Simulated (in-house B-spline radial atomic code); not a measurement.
## Pb2+: [Ar] 3d10 4s1 (4p1/2)1 (4p3/2)4 4d10 4f14 5s2 5p6 5d10 6s2 6p2 (with a hole in an inner shell)

Method: Dirac-Kohn-Sham PBE0, spherical fractional occupations, Fermi nucleus of rms radius 5.5012 fm. Calculated with a B-spline radial code for spherical atoms.

Effective charges: Z_r = [3n² - l(l+1)]/(2<r>) from the radius, Z_e = n√(-2ε) from the energy, and Slater's rules. Values are occupation-weighted means over j. An effective charge above Z reflects the relativistic contraction of the inner shells.

```csv
shell,electrons,ε (eV),<r> (bohr),Z_r,Z_e,Slater
1s,2,-88183,0.01606,93.42,80.51,81.70
2s,2,-15867,0.0669,89.69,68.30,77.85
2p,6,-13780,0.06082,82.21,63.65,77.85
3s,2,-3881.3,0.1738,77.66,50.67,70.75
3p,6,-3270.5,0.1751,71.38,46.51,70.75
3d,10,-2577.6,0.1598,65.71,41.29,60.85
4s,1,-927.62,0.3822,62.80,33.03,54.95
4p,5,-711.62,0.4093,56.20,28.93,54.95
4d,10,-473.33,0.425,49.42,23.59,44.85
4f,14,-199.64,0.438,41.10,15.32,33.45
5s,2,-189.3,0.8328,45.03,18.65,26.05
5p,6,-128.48,0.9374,38.94,15.37,26.05
5d,10,-54.24,1.18,29.24,9.98,12.85
6s,2,-34.5,2.022,26.71,9.55,7.65
6p,2,-20.883,2.521,21.02,7.43,7.65
```

The least bound orbital is 6p3/2 at -19.91 eV, and it is also the most diffuse (<r> = 2.601 bohr). The part-filled 4s shell lies below the filled 6s shell in orbital energy.

For the 1s electron the small component carries 9.78 % of the norm, the zero-frequency Breit interaction raises the level by 342.3 eV, self-energy by 223.1 eV, and vacuum polarisation lowers it by 47.61 eV.

Caution: exact exchange at fractional occupations of open shells leaves self-interaction of up to several eV.
